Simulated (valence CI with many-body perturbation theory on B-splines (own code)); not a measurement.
# F V: electric-dipole lines

Calculated by valence CI with perturbative core correlation (CI+MBPT): three valence electrons over a frozen Dirac-Fock core [He], radial functions for each j: 11 s, 11 p, 9 d, 7 f, 5 g, 2 h, 1 i, with the one-electron correlation potential Σ1, the two-electron term Σ2, the three-electron term Σ3, Breit, model QED; selected CI, second order for the rest, scaled by the run's own slope (own B-spline code, finite nucleus).

Set against measurement, 24 paired levels are off by 90 cm⁻¹ on average, the worst by 220. These come from a selection out of Moore, Atomic Energy Levels, vol. I, NSRDS-NBS 35 (1971 reprint of NBS Circular 467, 1949), an old analysis. Levels without a partner in it may be off by more.

Lines 201 to 250 of 277 in falling wavelength, among levels below 773730 cm⁻¹, chosen from the strongest by gf and those to the six lowest levels. Wavelengths and rates use the calculated energies, so an error of 90 cm⁻¹ moves a line at 166.0 Å by 0.015 % and its rate by three times that or more. Electric multipoles are in the length gauge, E1 and E2 with the static RPA response of the core. Weak lines are less certain than strong ones. Lines between different terms over intervals too small for the method are left out, as are lines whose strength nearly cancels. The highest levels of a list are the least certain.

Letters in brackets count levels of one name in rising energy.

```
λ vac (Å)               Upper          Lower   A (s⁻¹)  log gf  Branch %
    166.0        2s²3d ²D_3/2  2s²2p ²P°_1/2  6.55e+10    0.03      83.2
    165.5      2s2p3d ⁴F°_3/2   2s2p² ⁴P_5/2  2.74e+06   -4.35       1.6
    165.4      2s2p3d ⁴F°_5/2   2s2p² ⁴P_5/2  3.57e+07   -3.06      15.7
    165.4      2s2p3d ⁴F°_7/2   2s2p² ⁴P_5/2  1.34e+08   -2.36      57.2
    165.4      2s2p3d ⁴F°_3/2   2s2p² ⁴P_3/2  2.96e+07   -3.31      17.4
    165.3      2s2p3d ⁴F°_5/2   2s2p² ⁴P_3/2  8.28e+07   -2.69      36.5
    165.3      2s2p3d ⁴F°_3/2   2s2p² ⁴P_1/2  2.31e+07   -3.42      13.6
    163.6      2s2p3d ⁴D°_3/2   2s2p² ⁴P_5/2  4.71e+09   -1.12       4.0
    163.6      2s2p3d ⁴D°_5/2   2s2p² ⁴P_5/2  3.08e+10   -0.13      26.2
    163.6      2s2p3d ⁴D°_7/2   2s2p² ⁴P_5/2  1.17e+11    0.58      99.9
    163.5      2s2p3d ⁴D°_1/2   2s2p² ⁴P_3/2  1.80e+10   -0.84      15.3
    163.5      2s2p3d ⁴D°_3/2   2s2p² ⁴P_3/2  6.04e+10   -0.01      51.4
    163.5      2s2p3d ⁴D°_5/2   2s2p² ⁴P_3/2  8.65e+10    0.32      73.7
    163.5      2s2p3d ⁴D°_1/2   2s2p² ⁴P_1/2  9.97e+10   -0.10      84.7
    163.5      2s2p3d ⁴D°_3/2   2s2p² ⁴P_1/2  5.23e+10   -0.08      44.5
    163.2      2s2p3d ²D°_3/2   2s2p² ⁴P_5/2  3.48e+07   -3.26       0.1
    163.1      2s2p3d ²D°_5/2   2s2p² ⁴P_5/2  3.85e+08   -2.04       0.9
    163.1      2s2p3d ²D°_3/2   2s2p² ⁴P_3/2  9.09e+07   -2.84       0.2
    163.0      2s2p3d ²D°_5/2   2s2p² ⁴P_3/2  1.03e+07   -3.61       0.0
    163.0      2s2p3d ²D°_3/2   2s2p² ⁴P_1/2  1.10e+07   -3.76       0.0
    162.3      2s2p3d ⁴P°_5/2   2s2p² ⁴P_5/2  4.91e+10    0.07      76.2
    162.2      2s2p3d ⁴P°_3/2   2s2p² ⁴P_5/2  3.01e+10   -0.32      46.6
    162.2      2s2p3d ⁴P°_5/2   2s2p² ⁴P_3/2  1.50e+10   -0.45      23.3
    162.1      2s2p3d ⁴P°_3/2   2s2p² ⁴P_3/2  1.09e+10   -0.77      16.8
    162.1      2s2p3d ⁴P°_1/2   2s2p² ⁴P_3/2  5.53e+10   -0.36      85.6
    162.1      2s2p3d ⁴P°_3/2   2s2p² ⁴P_1/2  2.35e+10   -0.43      36.3
    162.0      2s2p3d ⁴P°_1/2   2s2p² ⁴P_1/2  9.12e+09   -1.14      14.1
    159.6  2s2p3s ²P°_3/2 [b]   2s2p² ⁴P_5/2  2.44e+04   -6.43       0.0
    159.6      2s2p3d ²F°_5/2   2s2p² ⁴P_5/2  1.92e+05   -5.36       0.0
    159.5  2s2p3s ²P°_3/2 [b]   2s2p² ⁴P_3/2  4.13e+05   -5.20       0.0
    159.5      2s2p3d ²F°_5/2   2s2p² ⁴P_3/2  7.98e+04   -5.74       0.0
    159.5  2s2p3s ²P°_1/2 [b]   2s2p² ⁴P_3/2  2.29e+05   -5.76       0.0
    159.5      2s2p3d ²F°_7/2   2s2p² ⁴P_5/2  1.70e+06   -4.28       0.0
    159.5  2s2p3s ²P°_3/2 [b]   2s2p² ⁴P_1/2  5.77e+05   -5.06       0.0
    159.5  2s2p3s ²P°_1/2 [b]   2s2p² ⁴P_1/2  1.59e+06   -4.92       0.0
    158.2      2s2p3d ²P°_3/2   2s2p² ⁴P_5/2  3.99e+05   -5.22       0.0
    158.1      2s2p3d ²P°_3/2   2s2p² ⁴P_3/2  1.07e+06   -4.79       0.0
    158.0      2s2p3d ²P°_1/2   2s2p² ⁴P_3/2  1.49e+05   -5.95       0.0
    158.0      2s2p3d ²P°_3/2   2s2p² ⁴P_1/2  2.52e+06   -4.42       0.0
    158.0      2s2p3d ²P°_1/2   2s2p² ⁴P_1/2  6.00e+06   -4.35       0.0
    154.9       2s²4p ²P°_1/2   2s2p² ⁴P_1/2  1.68e+05   -5.92       0.0
    154.9       2s²4p ²P°_3/2   2s2p² ⁴P_1/2  1.07e+05   -5.81       0.0
    152.6   2s2p3p ²P_1/2 [a]  2s²2p ²P°_3/2  8.41e+09   -1.23      31.3
    152.5   2s2p3p ²P_3/2 [a]  2s²2p ²P°_3/2  2.16e+10   -0.52      79.6
    152.4   2s2p3p ²P_1/2 [a]  2s²2p ²P°_1/2  1.76e+10   -0.91      65.4
    152.4   2s2p3p ²P_3/2 [a]  2s²2p ²P°_1/2  4.60e+09   -1.19      17.0
    152.2       2s2p3p ⁴D_1/2  2s²2p ²P°_3/2  1.77e+08   -2.91      25.2
    152.2       2s2p3p ⁴D_3/2  2s²2p ²P°_3/2  2.75e+08   -2.42      56.9
    152.1       2s2p3p ⁴D_5/2  2s²2p ²P°_3/2  7.02e+04   -5.84       0.1
    152.1       2s2p3p ⁴D_1/2  2s²2p ²P°_1/2  3.73e+08   -2.59      53.0
```
